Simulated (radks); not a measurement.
Values are calculated unless marked as measured or tabulated.
Valence configurations of neutral rhenium (all share [Xe]). Level of theory: Dirac Kohn-Sham, PBE, spin-unpolarised, spherical densities, point nucleus; open shells are shared between the two j in proportion to 2j + 1 (a radial shooting solver on a logarithmic mesh with Libxc functionals). Energies are relative to 4f14 5d5 6s2; eigenvalues in eV.

valence,E (eV),e(4f5/2),e(4f7/2),e(5d3/2),e(5d5/2),e(6p1/2)
4f14 5d5 6s2,0.000,-43.592,-41.080,-5.911,-5.029,-
4f14 5d6 6s1,0.937,-41.388,-38.877,-4.516,-3.703,-
4f14 5d5 6s1 6p1,4.742,-45.253,-42.742,-7.439,-6.530,-2.561
4f12 5d5 6s2 6p2,107.82,-72.758,-70.046,-15.295,-13.959,-4.108
4f13 5d5 6s2 6p1,47.157,-57.679,-55.069,-10.426,-9.316,-2.941
4f13.5 5d6 6s1.5,19.583,-47.089,-44.529,-5.671,-4.760,-
4f14 5d4 6s2 6p1,5.007,-47.855,-45.342,-9.059,-8.079,-2.915
4f13.5 5d7 6s0.5,20.462,-44.947,-42.387,-4.289,-3.446,-
4f14 5d5.5 6s1.5,0.379,-42.440,-39.929,-5.181,-4.334,-
4f13 5d6 6s1 6p1,45.851,-54.870,-52.260,-8.631,-7.595,-2.561

NIST lists [Xe] 4f14 5d5 6s2 as the ground configuration; this level of theory agrees among the configurations tried. The energies are those of spherical spin-averaged densities, not of single terms.
